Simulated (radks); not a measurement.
Question: Radial electron density D(r) = 4 pi r^2 rho(r) of an atom or ion with 35 electrons. Method: Dirac Kohn-Sham, exchange-only PBE, spin-unpolarised, spherical densities, finite nucleus; Fermi nuclear charge, rms radius of each element as measured or else 0.836 A^(1/3) + 0.57 fm; computed with a radial shooting solver on a logarithmic mesh with Libxc functionals.

r (bohr)  D(r) (e/bohr)
0.001883          1.414
0.002472          2.295
0.003245          3.679
0.004259          5.798
0.005591          8.938
0.007338          13.38
0.009632          19.30
0.01254           26.26
0.01646           33.88
0.02161           40.33
0.02836           43.53
0.03723           42.22
0.04887           38.00
0.06414           35.79
0.08419           40.18
0.1105            48.68
0.1451            51.00
0.1904            41.29
0.2499            29.68
0.328             29.55
0.4306            34.87
0.5651            30.31
0.7418            17.34
0.9659            8.088
1.268             5.149
1.664             4.371
2.184             2.899
2.867             1.313
3.763            0.4085
4.94            0.08480
6.484           0.01016

What is the nuclear charge?

Answer: Z = 35. The innermost maximum, from 1s, lies near gamma/Z bohr with gamma = sqrt(1 - (Z/c)^2) = 0.967, here 0.0276 bohr (found: 0.0300), and its height grows with Z. The density is that of neutral bromine in [Ar] 3d10 4s2 4p5; the configuration itself is not fixed sharply by these data, and Z only to about a unit. D(r) has 3 maxima, at r = 0.0300, 0.134, 0.448 bohr, and minima at 0.0626, 0.286 bohr, inside which lie 2.09, 11.05 electrons.
